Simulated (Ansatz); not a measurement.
Cost and result for the atomization energy of `[CH3][Al]([Cl])[Br]` (7 atoms, 6 bonds).

Total charge 0; spin multiplicity 1. Correlated methods include outer-core shells of Br, which these sets cover unevenly. Scalar relativity is left out up to krypton. The structure was optimised at the PBE0-D4/def2-TZVP level. Program: Ansatz. All runs use 2 threads of a server CPU on a shared host. Times are those of one run each, without the atoms' runs, and a repeat can differ threefold. Electronic energies, without spin–orbit coupling; frozen cores. CCSD(T)/CBS adds CCSD(T) − MP2 in def2-TZVPP to the MP2 limit, and its time is that of the two runs behind it. T1 = 0.008. With those shells the extrapolation isn't a true limit.

CCSD(T)/CBS is a level of theory with its own doubt, some kJ/mol a heavy atom from the limit and from the frozen cores, so smaller differences don't rank the functionals.

| level | functions | wall time |
| --- | --- | --- |
| LDA (SPW92)/def2-TZVPP | 205 | 2.1 s |
| revPBE-D4/def2-TZVPP | 205 | 3.6 s |
| BLYP-D4/def2-TZVPP | 205 | 3.7 s |
| PBE0-D4/def2-TZVPP | 205 | 6.5 s |
| BHLYP-D4/def2-TZVPP | 205 | 6.5 s |
| CCSD(T)/def2-SVP | 97 | 7.5 s |
| r2SCAN-D4/def2-TZVPP (with forces) | 205 | 9.5 s |
| ωB97X-V/def2-TZVPP | 205 | 15 s |
| B97M-V/def2-TZVPP | 205 | 17 s |
| ωB97M-V/def2-TZVPP (with forces) | 205 | 23 s |
| MP2/def2-QZVPP | 376 | 31 s |
| CCSD(T)/def2-TZVPP | 205 | 2.8 min |
| CCSD(T)/CBS(def2) | – | 3.3 min |

Question: What atomization energy does each give, and how far from CCSD(T)/CBS? (Estimate.)

Answer: Ansatz gave: 
```csv
level,atomization (kcal/mol),difference from CCSD(T)/CBS,per bond
LDA (SPW92)/def2-TZVPP,639.5,63.0,10.5
revPBE-D4/def2-TZVPP,564.1,-12.4,-2.1
BLYP-D4/def2-TZVPP,562.2,-14.3,-2.4
PBE0-D4/def2-TZVPP,573.4,-3.1,-0.5
BHLYP-D4/def2-TZVPP,559.4,-17.1,-2.9
CCSD(T)/def2-SVP,542.9,-33.6,-5.6
r2SCAN-D4/def2-TZVPP (with forces),579.0,2.5,0.4
ωB97X-V/def2-TZVPP,574.3,-2.2,-0.4
B97M-V/def2-TZVPP,578.3,1.8,0.3
ωB97M-V/def2-TZVPP (with forces),574.4,-2.1,-0.3
MP2/def2-QZVPP,582.2,5.7,1.0
CCSD(T)/def2-TZVPP,560.1,-16.4,-2.7
CCSD(T)/CBS(def2),576.5,0.0,0.0
```

From r2SCAN to r2SCAN0 (25 % exact exchange), in def2-TZVPP and without D4, the atomization energy moves by −6.4 kcal/mol: exact exchange takes away binding that semilocal exchange gives to molecules. At CCSD(T), def2-SVP lies −33.5 kcal/mol from the extrapolated value and def2-TZVPP −16.4 kcal/mol: correlation converges slowly with the basis, and small sets miss more of it in the bonded molecule than in its fragments. In def2-TZVPP, CCSD(T) changes the Hartree–Fock value by +116.4 kcal/mol (the triples alone add +7.9 kcal/mol) and MP2 by +128.9 kcal/mol; breaking electron pairs costs correlation energy, which Hartree–Fock lacks.
